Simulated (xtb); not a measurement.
Cl3Pr, triplet, from a rough starting geometry (GFN-xTB shapes and energies of metal compounds can be far from the true ones) (GFN-xTB holds the 4f electrons in the core, so unpaired electrons go into valence orbitals and the state isn't the physical one); GFN2-xTB run with xtb.

The xtb input:
```
$ xtb mol.xyz --gfn 2 --uhf 2 --opt vtight --json

# file mol.xyz
4

Pr    -0.01411139    -0.01665036    -0.05631356
Cl    -2.11589752    -1.33399423    -0.27077048
Cl     0.14912892     2.41226131    -0.78278443
Cl     2.00802011    -1.10890762     1.05454033
```

It wrote (shortened):

```
   ID    Z sym.   atoms
    1   59 Pr     1
    2   17 Cl     2-4

           -------------------------------------------------
          |                Calculation Setup                |
           -------------------------------------------------

           -------------------------------------------------
          |                 G F N 2 - x T B                 |
           -------------------------------------------------

          ...................................................
          :                      SETUP                      :
          :.................................................:
          :  # basis functions                  40          :
          :  # atomic orbitals                  36          :
          :  # shells                           12          :
          :  # electrons                        24          :
          :  max. iterations                   250          :
          :  Hamiltonian                  GFN2-xTB          :
          :  restarted?                      false          :
          :  GBSA solvation                  false          :
          :  PC potential                    false          :
          :  electronic temp.          300.0000000     K    :
          :  accuracy                    1.0000000          :
          :  -> integral cutoff          0.2500000E+02      :
          :  -> integral neglect         0.1000000E-07      :
          :  -> SCF convergence          0.1000000E-05 Eh   :
          :  -> wf. convergence          0.1000000E-03 e    :
          :  Broyden damping             0.4000000          :
          :  net charge                          0          :
          :  unpaired electrons                  2          :
          ...................................................

 iter      E             dE          RMSdq      gap      omega  full diag
   1     -0.9348132 -0.934813E+00  0.565E+01    0.02       0.0  T
   2    -12.6600616 -0.117252E+02  0.293E+01    0.00       1.0  T
   3    -13.9251772 -0.126512E+01  0.240E+01    0.06       1.0  T
   4    -14.2290421 -0.303865E+00  0.207E+01    0.02       1.0  T
   5    -14.2112459  0.177963E-01  0.202E+01    0.02       1.0  T
   6    -14.2295896 -0.183437E-01  0.199E+01    0.02       1.0  T
   7    -14.2939581 -0.643685E-01  0.191E+01    0.00       1.0  T
   8    -14.3672107 -0.732526E-01  0.180E+01    0.01       1.0  T
   9    -14.3449642  0.222465E-01  0.179E+01    0.01       1.0  T
  10    -14.5087824 -0.163818E+00  0.147E+01    0.01       1.0  T
  11    -14.5528274 -0.440450E-01  0.127E+01    0.01       1.0  T
  12    -14.7024372 -0.149610E+00  0.698E+00    0.01       1.0  T
  13    -14.7122117 -0.977449E-02  0.759E+00    0.01       1.0  T
  14    -14.7223535 -0.101418E-01  0.655E+00    0.01       1.0  T
  15    -14.7494907 -0.271372E-01  0.613E+00    0.01       1.0  T
  16    -14.6839675  0.655231E-01  0.795E+00    0.01       1.0  T
  17    -14.7093387 -0.253712E-01  0.691E+00    0.01       1.0  T
  18    -14.7545539 -0.452152E-01  0.567E+00    0.01       1.0  T
  19    -14.7513819  0.317200E-02  0.573E+00    0.01       1.0  T
  20    -14.7402504  0.111315E-01  0.662E+00    0.01       1.0  T
  21    -14.7699125 -0.296620E-01  0.436E+00    0.01       1.0  T
  22    -14.7701138 -0.201305E-03  0.436E+00    0.01       1.0  T
  23    -14.7884145 -0.183007E-01  0.395E+00    0.01       1.0  T
  24    -14.7767439  0.116706E-01  0.427E+00    0.01       1.0  T
  25    -14.7663809  0.103631E-01  0.457E+00    0.01       1.0  T
  26    -14.7851933 -0.188125E-01  0.409E+00    0.01       1.0  T
  27    -14.7778881  0.730522E-02  0.501E+00    0.01       1.0  T
  28    -14.7733207  0.456738E-02  0.468E+00    0.01       1.0  T
  29    -14.7694002  0.392055E-02  0.469E+00    0.01       1.0  T
  30    -14.7695508 -0.150634E-03  0.463E+00    0.01       1.0  T
  31    -14.7809265 -0.113757E-01  0.496E+00    0.01       1.0  T
  32    -14.7819878 -0.106130E-02  0.500E+00    0.01       1.0  T
[...]
 * total energy  :   -14.7949867 Eh     change       -0.6316115E-06 Eh
 * total energy  :   -14.7949872 Eh     change       -0.5123454E-06 Eh
 * total energy  :   -14.7949877 Eh     change       -0.4401464E-06 Eh
 * total energy  :   -14.7949880 Eh     change       -0.3484784E-06 Eh
 * total energy  :   -14.7949883 Eh     change       -0.2806921E-06 Eh
 * total energy  :   -14.7949885 Eh     change       -0.2382371E-06 Eh
 * total energy  :   -14.7949887 Eh     change       -0.2034658E-06 Eh
 * total energy  :   -14.7949889 Eh     change       -0.1688818E-06 Eh
 * total energy  :   -14.7949890 Eh     change       -0.1393685E-06 Eh
 * total energy  :   -14.7949892 Eh     change       -0.1185501E-06 Eh
 * total energy  :   -14.7949893 Eh     change       -0.1021500E-06 Eh
 * total energy  :   -14.7949894 Eh     change       -0.9067722E-07 Eh
   *** GEOMETRY OPTIMIZATION CONVERGED AFTER 41 ITERATIONS ***
         :: total energy             -14.794989356190 Eh    ::
[...]
         3        2.0000           -1.0666447             -29.0249
         4        2.0000           -0.5094353             -13.8624
         5        2.0000           -0.4843742             -13.1805
         6        2.0000           -0.4696999             -12.7812
         7        2.0000           -0.4633176             -12.6075
         8        1.9999           -0.4487190             -12.2103
         9        1.9999           -0.4480997             -12.1934
        10        1.9730           -0.4429881             -12.0543
        11        1.9404           -0.4422024             -12.0329
        12        1.0868           -0.4373451             -11.9008
        13        0.8129           -0.3582049              -9.7473 (HOMO)
        14        0.1262           -0.3549711              -9.6593 (LUMO)
        15        0.0568           -0.3541393              -9.6366
        16        0.0041           -0.3515918              -9.5673
        17        0.0000           -0.3471653              -9.4468
        18                         -0.2328254              -6.3355
        19                         -0.0889724              -2.4211
        20                          0.0014816               0.0403
        21                          0.0018226               0.0496
        22                          0.0021535               0.0586
        23                          0.0024402               0.0664
        24                          0.0030432               0.0828
       ...                                ...                  ...
        36                          0.7493799              20.3917
      -------------------------------------------------------------
                  HL-Gap            0.0032338 Eh            0.0880 eV
             Fermi-level           -0.3981954 Eh          -10.8354 eV

     #   Z          covCN         q      C6AA      α(0)
     1  59 Pr       2.132     0.278   469.355    46.874
     2  17 Cl       0.777    -0.055   100.726    15.352
     3  17 Cl       0.711    -0.128   102.814    15.509
     4  17 Cl       0.779    -0.095   101.948    15.445

 Mol. C6AA /au·bohr⁶  :       2645.866585
 Mol. C8AA /au·bohr⁸  :     278081.710135
 Mol. α(0) /au        :         93.180465

Wiberg/Mayer (AO) data.
largest (>0.10) Wiberg bond orders for each atom

 ---------------------------------------------------------------------------
     #   Z sym  total        # sym  WBO       # sym  WBO       # sym  WBO
 ---------------------------------------------------------------------------
     1  59 Pr   2.676 --     3 Cl   0.966     2 Cl   0.864     4 Cl   0.847
     2  17 Cl   1.343 --     1 Pr   0.864     4 Cl   0.292     3 Cl   0.186
     3  17 Cl   1.327 --     1 Pr   0.966     2 Cl   0.186     4 Cl   0.175
     4  17 Cl   1.314 --     1 Pr   0.847     2 Cl   0.292     3 Cl   0.175
 ---------------------------------------------------------------------------

Topologies differ in total number of bonds
Writing topology from bond orders to xtbtopo.mol

molecular dipole:
                 x           y           z       tot (Debye)
 q only:       -0.578      -0.044      -0.224
   full:       -1.069       0.390      -0.581       3.248
molecular quadrupole (traceless):
                xx          xy          yy          xz          yz          zz
 q only:        0.882      -2.032      -2.892       0.206       1.006       2.010
  q+dip:        2.236      -4.896      -5.714       1.422       1.173       3.478
   full:        2.586      -6.512      -9.084       0.453       3.197       6.498

optimized geometry written to: xtbopt.xyz

           -------------------------------------------------
          | TOTAL ENERGY              -14.794989356190 Eh   |
          | GRADIENT NORM               0.000057247609 Eh/α |
          | HOMO-LUMO GAP               0.087996316861 eV   |
           -------------------------------------------------

normal termination of xtb
```
